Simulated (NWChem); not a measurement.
Atomisation of H3AlCl3N

```
Al
N 1 2.0139
H 2 1.0224 1 110.59
H 2 1.0224 3 108.33 1 121.34
H 2 1.0225 3 108.33 4 117.31
Cl 1 2.1216 2 100.79 3 -120.00
Cl 1 2.1217 2 100.79 3 119.99
Cl 1 2.1217 2 100.79 3 0.00
```
Charge 0, spin multiplicity 1.

The numbers come from NWChem runs, not from measurements. The geometry was optimised at PBE0/def2-SVP, a minimum by its harmonic frequencies.

Basis set: def2-TZVP. The atomisation energy is electronic alone: no zero-point, thermal, spin-orbit or counterpoise terms. No value is extrapolated to the basis-set limit. Free atoms are single determinants with multiplicities Al 2, Cl 2, N 4, H 2.

B3LYP has NWChem's definition, with VWN1-RPA local correlation. The structure started from a generated list of species. The stability of the SCF solutions was not checked.

Q: Order these methods by the atomisation energy they give, lowest first: BHandHLYP, TPSS, PBE0, B3LYP.

A: BHandHLYP (616.8 kcal/mol), B3LYP (627.8 kcal/mol), PBE0 (636.3 kcal/mol), TPSS (638.8 kcal/mol)
